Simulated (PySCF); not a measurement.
Two-component Hartree-Fock for Cl²⁺ (chlorine, charge +2)

Start: [Ne] 3s2 3p3; 3p3/2 filled at m_j = -1/2, +1/2, +3/2. Calculated with PySCF 2.14 in x2c-SVPall-2c with one added diffuse shell each of s, p type (5s5p1d, 25 functions): generalised Hartree-Fock with the X2C-1e Hamiltonian and a Gaussian nucleus; one run each with spin-orbit coupling (SO) switched off, then screened by Boettger's factors. This is a chosen level, not necessarily the ground level.

```
spinor shell  electrons  ε, spin-free (eV)  ε, screened SO (eV)  weight of nominal j (screened SO)  rms radius, screened SO (bohr)
       1s1/2          2            -2891.0              -2890.9                              1.000                           0.105
       2s1/2          2            -317.88              -317.88                              1.000                           0.479
       2p1/2          2            -247.20              -248.88                              0.817                           0.449
       3s1/2          2            -52.250              -52.250                              1.000                            1.56
       3p3/2          3            -39.622              -39.622                              0.656                            1.76
```

**Question.** Where does 2p3/2 lie, and what is the 2p spin-orbit splitting (screened SO)?

**Answer.** At -246.37 eV, 2.507 eV above 2p1/2.

```json
{"quantity": "E (hartree)", "spin-free": "-459.44926", "screened SO": "-459.44991"}
{"quantity": "M_J", "spin-free": "3/2", "screened SO": "3/2"}
{"quantity": "⟨J²⟩", "spin-free": "3.751", "screened SO": "3.751"}
{"quantity": "⟨L²⟩", "spin-free": "0.000", "screened SO": "0.001"}
{"quantity": "⟨S²⟩", "spin-free": "3.751", "screened SO": "3.749"}
```

Each row is a mean over spinors that exchange with the open shell spreads, by up to 10.831 eV (3s1/2).

Rows whose weight is well below 1 are mixtures of j = l ± 1/2: exchange outweighs spin-orbit coupling there, and the label is only the starting occupation.

Without spin-orbit coupling the j labels of p, d and f shells carry no meaning; the spin-free column gives the mean over the occupied spinors of each nl shell.
